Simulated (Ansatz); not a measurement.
System: sum formula SiHCl2 (charge -1, singlet). It need not be the lowest isomer of its formula. Whether it binds its extra electron was not tested at this geometry. SMILES: Cl[SiH-]Cl
Geometry: optimised at B3LYP-D3(BJ)/def2-TZVP (Ansatz, a quantum-chemistry and plane-wave program).

Parts of the frozen-core correlation energy in STO-3G (Ansatz, hartree). Frozen orbitals: 15; correlated occupied orbitals by spin: 10 and 10; virtual: 3 and 3. No spin-orbit coupling. No relativistic terms.

```tsv
term	value
reference (HF)	-1195.35960
MP2 opposite-spin	[?]
MP2 same-spin	-0.00158
CCSD correlation	[?]
(T)	[?]
FCI minus CCSD(T)	-0.00010
T1 diagnostic	0.006
largest doubles amplitude	0.068
```

### Question
Fill in the missing entries.

### Answer

- MP2 opposite-spin, value: -0.03223
- CCSD correlation, value: -0.04752
- (T), value: -0.00053
